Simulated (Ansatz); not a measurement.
Ansatz (a first-principles code) input (PBE/6-31G*):

Ansatz 0.2 input:
```yaml
crystal:
  periodic: [false, false, false]
  atoms:
    - {symbol: As, position_ang: [-0.01946706, -0.02930590, 0.05119338]}
    - {symbol: H, position_ang: [-0.57983965, 1.11526124, -0.82569952]}
    - {symbol: H, position_ang: [1.22225249, -0.14816670, -0.86368213]}
basis:
  gaussian:
    orbitals: 6-31G*
hamiltonian:
  xc: {name: PBE}
total_charge: -1
output: {forces: true}
```

Output:

```
WARN ansatz: RAYON_NUM_THREADS=1 ignored (pool sized by the plan → 1); use --threads N
Functional definition: PBE
integrals: 0.01 GiB planned
463 factors; their error is unknown
mean field: 0.08 GiB planned
mean field evaluation 1: about -60856.1775 eV, gradient 2.3e1 eV
mean field evaluation 2: about -60855.8982 eV, gradient 2.9e1 eV
mean field evaluation 4: about -60856.5956 eV, gradient 4.8e-1 eV
mean field evaluation 8: about -60856.5422 eV, gradient 2.2e-3 eV
mean field -60856.54222169 eV, -2236.4366766011 hartree, gradient 1.2e-5 eV, S^2 0.000000; 0 other end points of the search recorded, 0 dependent functions left out
the calculation of the forces begins
reference -60856.54224564 eV, -2236.4366774814 hartree; 18, 18 occupied and 21, 21 virtual orbitals, 463 factors
Total energy: -60856.54224564 eV, -2236.4366774814 hartree
Atom 0 at    -0.019467    -0.029306     0.051193 Å, force    -0.132926    -0.200108     0.349561 eV/Å
Atom 1 at    -0.579840     1.115261    -0.825700 Å, force    -0.063290     0.191022    -0.172046 eV/Å
Atom 2 at     1.222252    -0.148167    -0.863682 Å, force     0.196216     0.009086    -0.177516 eV/Å
Dipole moment:     0.023310     0.035090    -0.061298 e Å
```

The dipole moment of an ion depends on the origin.
